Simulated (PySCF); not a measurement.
PySCF input for FGeH3Mg, SMILES [F][Mg][GeH3], PBE0-D3(BJ)/def2-TZVP. The structure is a stationary point at PBE0-D3(BJ)/def2-TZVP.

```python
import numpy as np
from pyscf import gto, scf, dft, df
from pyscf.hessian import thermo

mol = gto.M(
    atom='''
    Mg   -0.00000000   -0.00000000   -1.35292825
    F     0.00000000    0.00000000   -3.10841754
    Ge    0.00000000    0.00000000    1.21190966
    H     1.23253351    0.71160356    1.80992928
    H    -1.23253352    0.71160356    1.80992927
    H    -0.00000000   -1.42320711    1.80992927
    ''',
    basis='def2-TZVP',
    charge=0,
    spin=0,
    max_memory=1600,
    verbose=3,
)
mf = dft.RKS(mol, xc='pbe0').density_fit(auxbasis='def2-universal-jkfit')
mf.disp = 'd3bj'
mf.grids.level = 3
mf.conv_tol = 1e-11
mf.max_cycle = 100
mf.kernel()

# [left out here: the lines that compute and print the analytic Hessian (its translational invariance restored by hand, since the grid's response is missing), thermochemistry and intensities]
```

Log of the run:

```
converged SCF energy = -2378.37558403891

WARN: DFTD3 does not support analytical Hessian, using finite difference


WARN: Mole.unit (angstrom) is changed to Bohr

Mode                                 0                   1                   2
Irrep
Freq [cm^-1]                      107.6494            107.6500            242.4980
Reduced mass [au]                   9.6923              9.6924             22.9410
Force const [Dyne/A]                0.0662              0.0662              0.7948
Char temp [K]                     154.8836            154.8844            348.9006
Normal mode                   x     y     z       x     y     z       x     y     z
       0  Mg                 0.02  0.16 -0.00    0.16 -0.02  0.00   -0.00  0.00  0.11
       1   F                -0.01 -0.13 -0.00   -0.13  0.01  0.00    0.00 -0.00  0.14
       2  Ge                -0.00 -0.02  0.00   -0.02  0.00 -0.00    0.00 -0.00 -0.07
       3   H                -0.01 -0.09  0.10   -0.09  0.01  0.13   -0.01 -0.00 -0.05
       4   H                -0.01 -0.09  0.07   -0.09  0.01 -0.15    0.01 -0.00 -0.05
       5   H                -0.01 -0.09 -0.16   -0.09  0.01  0.02   -0.00  0.01 -0.05
Mode                                 3                   4                   5
Irrep
Freq [cm^-1]                      363.7033            363.7038            740.8070
Reduced mass [au]                   1.1157              1.1157             17.2357
Force const [Dyne/A]                0.0870              0.0870              5.5730
Char temp [K]                     523.2881            523.2888           1065.8564
Normal mode                   x     y     z       x     y     z       x     y     z
       0  Mg                 0.04  0.01  0.00   -0.01  0.04 -0.00   -0.00 -0.00 -0.14
       1   F                -0.01 -0.00 -0.00    0.00 -0.01 -0.00    0.00  0.00  0.16
       2  Ge                -0.02 -0.01  0.00    0.01 -0.02  0.00   -0.00 -0.00  0.00
       3   H                 0.27  0.05 -0.62   -0.10  0.32 -0.17   -0.02 -0.01  0.06
       4   H                 0.28  0.11  0.45   -0.04  0.30 -0.45    0.02 -0.01  0.06
       5   H                 0.33  0.07  0.16   -0.09  0.26  0.62    0.00  0.02  0.06
Mode                                 6                   7                   8
Irrep
Freq [cm^-1]                      780.0606            887.2306            887.2373
Reduced mass [au]                   1.0499              1.0174              1.0174
Force const [Dyne/A]                0.3764              0.4718              0.4718
Char temp [K]                    1122.3335           1276.5273           1276.5369
Normal mode                   x     y     z       x     y     z       x     y     z
       0  Mg                -0.00  0.00 -0.01    0.00  0.00  0.00    0.00 -0.00  0.00
       1   F                -0.00 -0.00  0.02   -0.00 -0.00 -0.00   -0.00  0.00  0.00
       2  Ge                 0.00  0.00  0.02    0.00  0.01 -0.00    0.01 -0.00 -0.00
       3   H                 0.18  0.10 -0.53    0.37 -0.50 -0.18   -0.09  0.38 -0.29
       4   H                -0.18  0.10 -0.53   -0.37 -0.52 -0.16   -0.07 -0.36  0.30
       5   H                -0.00 -0.20 -0.53   -0.02  0.13  0.34   -0.72 -0.00 -0.01
Mode                                 9                  10                  11
Irrep
Freq [cm^-1]                     2109.9918           2117.9992           2118.0015
Reduced mass [au]                   1.0130              1.0238              1.0238
Force const [Dyne/A]                2.6573              2.7058              2.7058
Char temp [K]                    3035.8084           3047.3292           3047.3326
Normal mode                   x     y     z       x     y     z       x     y     z
       0  Mg                -0.00  0.00 -0.00   -0.00  0.00  0.00    0.00  0.00 -0.00
       1   F                 0.00 -0.00  0.00    0.00 -0.00 -0.00   -0.00 -0.00 -0.00
       2  Ge                -0.00  0.00  0.01   -0.01  0.00 -0.00    0.00  0.01 -0.00
       3   H                -0.47 -0.27 -0.20    0.54  0.33  0.27   -0.35 -0.17 -0.17
       4   H                 0.47 -0.27 -0.20    0.56 -0.34 -0.28    0.32 -0.16 -0.15
       5   H                -0.00  0.54 -0.20   -0.02 -0.02  0.01    0.00 -0.74  0.32
temperature 298.1500 [K]
pressure 101325.00 [Pa]
Rotational constants [GHz] 82.50860 1.45359 1.45359
Symmetry number 3
Zero-point energy (ZPE) 0.02466 [Eh]   64757.044 [J/mol]
                           tot       elec      trans        rot        vib
Entropy [J/mol/K]       311.617      0.000    168.345     95.572     47.699
Cv [J/mol/K]             72.018      0.000     12.472     12.472     47.074
Cp [J/mol/K]             80.332      0.000     20.786     12.472     47.074
Internal energy [J/mol]                      3718.434   3718.434  72439.425
Internal energy [Eh]   -2378.34516  -2378.37558
Enthalpy [J/mol]                             6197.391   3718.434  72439.425
Enthalpy [Eh]          -2378.34422
Gibbs free energy [J/mol]                  -43994.702 -24776.500  58217.974
Gibbs free energy [Eh] -2378.37960
mode   freq/cm-1   IR/(km/mol)
   1      107.65        51.319
   2      107.65        51.320
   3      242.50         0.018
   4      363.70         1.217
   5      363.70         1.217
   6      740.81       150.742
   7      780.06       185.663
   8      887.23        41.487
   9      887.24        41.488
  10     2109.99        77.257
  11     2118.00       125.098
  12     2118.00       125.093
max |gradient| / (hartree/bohr): 3.2759577898923095e-05
APT charges: [ 1.0326 -0.7511  0.4261 -0.2359 -0.2359 -0.2359]
```

Self-consistency was reached.

Cost: about 2.3 core-minutes (a rough figure).
